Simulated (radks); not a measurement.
Results of a calculation; reference values are marked as such.
Task: All-electron atom: Pb3+ in [Xe] 4f14 5d10 6s0.75 6d0.25 (fractional occupations, a model configuration). Code: a radial shooting solver on a logarithmic mesh with Libxc functionals. Model: Dirac Kohn-Sham, HCTH/407, spin-unpolarised, spherical densities, point nucleus; open shells are shared between the two j in proportion to 2j + 1. Some entries of the table are withheld. Estimate them.

| orbital | occ. | eigenvalue (eV) | <r> (bohr) |
|---|---|---|---|
| 1s1/2 | 2 | -87991.50 | 0.01605 |
| 2s1/2 | 2 | -15761.55 | 0.06690 |
| 2p1/2 | 2 | -15140.17 | 0.05487 |
| 2p3/2 | 4 | -12950.53 | 0.06379 |
| 3s1/2 | 2 | (1) | 0.1739 |
| 3p1/2 | 2 | -3528.095 | 0.1644 |
| 3p3/2 | 4 | -3039.194 | 0.1806 |
| 3d3/2 | 4 | -2578.075 | 0.1569 |
| 3d5/2 | 6 | -2473.863 | 0.1618 |
| 4s1/2 | 2 | -886.6529 | 0.3839 |
| 4p1/2 | 2 | -765.1056 | 0.3850 |
| 4p3/2 | 4 | -645.1712 | 0.4195 |
| 4d3/2 | 4 | -447.1211 | 0.4239 |
| 4d5/2 | 6 | -424.6882 | 0.4349 |
| 5s1/2 | 2 | -174.6815 | 0.8528 |
| 4f5/2 | 6 | -167.7355 | 0.4492 |
| 4f7/2 | 8 | -162.6585 | 0.4555 |
| 5p1/2 | 2 | -133.1046 | (2) |
| 5p3/2 | 4 | -110.5675 | (3) |
| 5d3/2 | 4 | -52.8392 | 1.241 |
| 5d5/2 | 6 | -50.1132 | 1.281 |
| 6s1/2 | 0.75 | -38.3043 | 2.086 |
| 6p1/2 | 0 | (4) | 2.434 |
| 6p3/2 | 0 | (5) | 2.676 |
| 7s1/2 | 0 | -16.4570 | 4.333 |
| 6d3/2 | 0.1 | -15.9431 | 3.753 |
| 6d5/2 | 0.15 | -15.6851 | 3.819 |

Result: 
(1) 3s1/2 eigenvalue (eV): -3808.698
(2) 5p1/2 <r> (bohr): 0.9103
(3) 5p3/2 <r> (bohr): 1.001
(4) 6p1/2 eigenvalue (eV): -28.8882
(5) 6p3/2 eigenvalue (eV): -26.1342
